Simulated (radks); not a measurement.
Problem. The mean radii <r> (bohr) of the occupied orbitals of an atom or ion are listed with their occupations. Calculated with a radial shooting solver on a logarithmic mesh with Libxc functionals: scalar-relativistic Kohn-Sham, PBE, spin-unpolarised, spherical densities, point nucleus.

| orbital | occ. | <r> |
|---|---|---|
| 1s | 2 | 0.06644 |
| 2s | 2 | 0.3082 |
| 2p | 6 | 0.2740 |
| 3s | 2 | 0.9487 |
| 3p | 6 | 1.015 |
| 3d | 3 | 1.321 |

Name the element and its charge.

Solution. Z = 23, vanadium, charge +2: V2+ in [Ar] 3d3. The 1s radius gives Z: for a bare nucleus <r> = (2 gamma + 1)/(2Z) with gamma = sqrt(1 - (Z/c)^2), 0.0646 bohr for Z = 23, and screening makes it slightly larger (0.06644 here). The occupations add up to 21, and the charge is Z minus that.
